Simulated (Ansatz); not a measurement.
BClH$_{3}$PSSe (`SP([SeH])BCl`). Total charge 0; spin multiplicity 1. All single points use the PBE0-D4/def2-TZVP geometry. It is one conformer, not always the lowest.

```xyz
8

S    -0.752    1.915    0.184
P    -0.273   -0.021   -0.481
Se   -1.154   -1.542    0.917
B     1.569   -0.049   -0.061
Cl    2.393   -1.496    0.426
H    -1.727    2.113   -0.720
H    -2.263   -1.853    0.004
H     2.208    0.934   -0.268
```

Question: What is the dipole moment at ωB97M-V/def2-TZVPP? (An estimate is asked.)

Answer: Computed: 1.31 D, with components (-1.01, 0.23, -0.80) D in this frame, pointing from negative to positive charge.

Question: And with PBE, r2SCAN, B3LYP? (Estimate.)

Answer: Computed: PBE 1.39 D, r2SCAN 1.44 D, B3LYP 1.36 D.

Question: Give the Mulliken charges with ωB97M-V, B3LYP, r2SCAN in def2-TZVPP. (Best estimate.)

Answer: The calculation gave: 
```json
{"atom": "S1", "ωB97M-V": "-0.16", "B3LYP": "-0.17", "r2SCAN": "-0.17"}
{"atom": "P2", "ωB97M-V": "0.05", "B3LYP": "0.03", "r2SCAN": "0.07"}
{"atom": "Se3", "ωB97M-V": "-0.10", "B3LYP": "-0.07", "r2SCAN": "-0.08"}
{"atom": "B4", "ωB97M-V": "-0.03", "B3LYP": "0.07", "r2SCAN": "0.07"}
{"atom": "Cl5", "ωB97M-V": "-0.07", "B3LYP": "-0.10", "r2SCAN": "-0.10"}
{"atom": "H6", "ωB97M-V": "0.12", "B3LYP": "0.11", "r2SCAN": "0.11"}
{"atom": "H7", "ωB97M-V": "0.08", "B3LYP": "0.06", "r2SCAN": "0.07"}
{"atom": "H8", "ωB97M-V": "0.11", "B3LYP": "0.06", "r2SCAN": "0.03"}
```

B3LYP here is the variant with VWN-RPA as its local correlation; programs differ in this.
